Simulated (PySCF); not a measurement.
Isomers of C5H7FO2. Level of theory: PBE0-D3(BJ)/def2-SVP geometry optimisation, gas phase (PySCF 2.14.0). Energies are electronic, without zero-point or thermal terms, for one conformer each. No frequencies were run at this level. Point groups hold within 0.08 Å.

Task: Rank from lowest to highest electronic energy at this level (kJ/mol).
A. `[O:1]=[C:2]1[CH2:3][C@H:4]([CH2:5][CH2:6][F:7])[O:8]1` with C3–C4–C5–C6 76°, C4–C5–C6–F7 -61°
B. `[CH2:1]=[C:2]([F:3])[C:4](=[O:5])[O:6][CH2:7][CH3:8]` with C1–C2–C4–O5 0°, C2–C4–O6–C7 180°, C4–O6–C7–C8 -179° (CH2=CFCOOEt)
C. `[CH2:1]=[CH:2][O:3][C:4](=[O:5])[CH2:6][CH2:7][F:8]` with C1–C2–O3–C4 -179°, C2–O3–C4–O5 0°, O3–C4–C6–C7 179°, C4–C6–C7–F8 180°
D. `[CH3:1][O:2]/[C:3]([CH3:4])=[CH:5]\[C:6](=[O:7])[F:8]` with C1–O2–C3–C4 3°, C3–C5–C6–O7 -2°
E. `[CH3:1]/[CH:2]=[C:3](/[O:4][CH3:5])[C:6](=[O:7])[F:8]` with C2–C3–O4–C5 1°, C2–C3–C6–O7 -1°

Result: A (0.0), D (16.7), B (22.4), C (32.2), E (37.5).

As drawn, the lowest has a four-membered ring and a C(=O)–O unit, which the highest lacks; the highest has a C=C bond outside aromatic rings, which the lowest lacks. Neighbours under 10 kJ/mol apart (CO/C(C)=C\C(=O)F and C=C(F)C(=O)OCC; C=C(F)C(=O)OCC and C=COC(=O)CCF; C=COC(=O)CCF and C/C=C(/OC)C(=O)F) can change places with a better method, another conformer or zero-point energy.

```json
{"SMILES": "O=C1C[C@H](CCF)O1", "E (Eh)": "-444.22153", "E rel (kJ/mol)": "0.0", "dipole (D)": "4.29", "point group": "C1", "A, B, C (MHz)": "5332, 1142, 1006"}
{"SMILES": "CO/C(C)=C\\C(=O)F", "E (Eh)": "-444.21518", "E rel (kJ/mol)": "16.7", "dipole (D)": "6.27", "point group": "near Cs", "A, B, C (MHz)": "4091, 1227, 955.8"}
{"SMILES": "C=C(F)C(=O)OCC", "E (Eh)": "-444.21300", "E rel (kJ/mol)": "22.4", "dipole (D)": "0.88", "point group": "Cs", "A, B, C (MHz)": "4223, 1245, 973.4"}
{"SMILES": "C=COC(=O)CCF", "E (Eh)": "-444.20928", "E rel (kJ/mol)": "32.2", "dipole (D)": "1.61", "point group": "Cs", "A, B, C (MHz)": "7545, 818.6, 745.4"}
{"SMILES": "C/C=C(/OC)C(=O)F", "E (Eh)": "-444.20725", "E rel (kJ/mol)": "37.5", "dipole (D)": "3.94", "point group": "Cs", "A, B, C (MHz)": "2411, 1985, 1104"}
```

Task: As an exercise, what shares would exp(−E/RT) give at 500 K from these electronic energies alone (no entropy, no degeneracies)?

Result: RT = 4.157 kJ/mol: O=C1C[C@H](CCF)O1 97.7 %, CO/C(C)=C\C(=O)F 1.8 %, C=C(F)C(=O)OCC 0.4 %, C=COC(=O)CCF under 0.1 %, C/C=C(/OC)C(=O)F under 0.1 %.
